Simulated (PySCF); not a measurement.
Species: C5H6NO2S (charge +1).
Atom-mapped SMILES: `[CH3:1][n+:2]1[cH:3][s:4][cH:5][c:6]1[O:7][CH:8]=[O:9]` (hydrogens: H10, H11, H12 on C1; H13 on C3; H14 on C5; H15 on C8)

Geometry (GFN2-xTB, Å), atoms numbered from 1 in this order:
```
atom  x, y, z in Å
C1    -1.110   -1.620    0.202
N2    -0.932   -0.189    0.178
C3    -1.889    0.705    0.371
S4    -1.347    2.297    0.279
C5     0.248    1.751   -0.033
C6     0.294    0.389   -0.055
O7     1.317   -0.465   -0.263
C8     2.582   -0.007   -0.505
O9     2.891    1.133   -0.553
H10   -0.795   -2.045   -0.752
H11   -2.154   -1.861    0.382
H12   -0.493   -2.055    0.989
H13   -2.909    0.428    0.565
H14    1.067    2.430   -0.185
H15    3.225   -0.883   -0.641
```

The geometry is computed with GFN2-xTB (gas phase).

Masses are those of the commonest isotopes; rigid-rotor values at the optimised geometry. The values belong to one conformer with, in the numbering `[CH3:1][n+:2]1[cH:3][s:4][cH:5][c:6]1[O:7][CH:8]=[O:9]`, C5–C6–O7–C8 0°, C6–O7–C8–O9 0°.

(1) What are A, B and C (MHz)?

(2) Classify the top.

(3) Is it planar, by Δ = Ic − Ia − Ib?

(4) Give the other two planar moments, Paa and Pbb, and the rms extents of the mass along the axes.

Results:

(1) Ia = 220.44, Ib = 422.85, Ic = 640.15 u·Å²; 505379 MHz·u·Å²/I gives A = 2293, B = 1195, C = 789.5 MHz.

(2) An asymmetric top; Ray's κ = -0.460.

(3) Not planar: Δ = Ic − Ia − Ib = -3.15 u·Å². For a rigid frame Δ = −2 Σ m c², so Σ m c² = 1.57 u·Å² lies off the ab plane, practically all of it from hydrogen. The atom farthest from that plane is 0.90 Å away.

(4) Paa = Σ m a² = (Ib + Ic − Ia)/2 = 421.28 and Pbb = Σ m b² = (Ia + Ic − Ib)/2 = 218.87 u·Å². With the mass M = 144.01 u, the rms extents √(P/M) along a, b and c are 1.71, 1.23, 0.10 Å.

No GFN2-xTB frequencies stand behind this structure, so it isn't proved a minimum. No vibrational averaging or centrifugal distortion is included, and the geometry carries the error of its method.
